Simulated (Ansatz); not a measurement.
```yaml
atoms:
  - { symbol: Li, position_ang: [0.0000, 0.0000, 0.0000] }
  - { symbol: F, position_ang: [0.0000, 0.0000, 5.1800] }
```

Basis set: pcseg-2 (spherical functions). Charge 0, multiplicity 1.

Computed with Ansatz (development build ahead of 0.2.0); each method stands on the lowest determinant of its kind that the runs found.

Give the atomization energy at this shape (free ground-state atoms in the same class of orbitals less the molecule, no zero-point energy) of singlet LiF in separate pieces by PBE (unrestricted), RHF.

```tsv
method	atomization energy
PBE (unrestricted)	161.7 kJ/mol
RHF	-130.6 kJ/mol
```

Caution: the shape is not the minimum. Caution for PBE (unrestricted): charge can spread falsely over distant fragments; the unrestricted determinant is spin contaminated. Caution for RHF: stretched shape with no unrestricted run beside it, a lower state can exist; the molecule lies well above its atoms at this level.
